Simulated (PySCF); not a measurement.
Mo⁺: interval between two levels

Mo⁺ [Kr] 4d5 [6S5/2, M_J = 5/2] → Mo⁺ [Kr] 4d4 5p1 [6F11/2, M_J = 11/2], as a difference of total energies. All numbers are calculated (PySCF 2.14, the two-component X2C-1e Hamiltonian, in x2c-SVPall-2c with one added diffuse shell each of s, p, d type (7s9p7d1f, 76 functions)). Correlated levels: [Ar] 3d10 frozen; the 6 highest virtual spinors dropped. "Screened" scales the spin-orbit matrix elements by Boettger's factors to mimic the two-electron term; Breit and QED terms are absent.

```
                    method  interval between two levels (cm⁻¹)  error (cm⁻¹)
           GHF (spin-free)                               44587         -4372
          GMP2 (spin-free)                               46636         -2324
 GHF (screened spin-orbit)                               45788         -3172
GMP2 (screened spin-orbit)                               47925         -1034
```

Reference: 48960 cm⁻¹ (measured; NIST Handbook of Basic Atomic Spectroscopic Data (Sansonetti and Martin, J. Phys. Chem. Ref. Data 34, 1559 (2005))).

The spin-free rows relax to the high-spin LS determinant and lack the spin-orbit shift.

Errors of the correlated levels include the incompleteness of this basis and the frozen core.

The labels give the starting determinants; with spin-orbit coupling the two ends relaxed to ⟨J²⟩ = 8.75, ⟨L²⟩ = 0.01, ⟨S²⟩ = 8.75 and ⟨J²⟩ = 35.76, ⟨L²⟩ = 12.05, ⟨S²⟩ = 8.74.
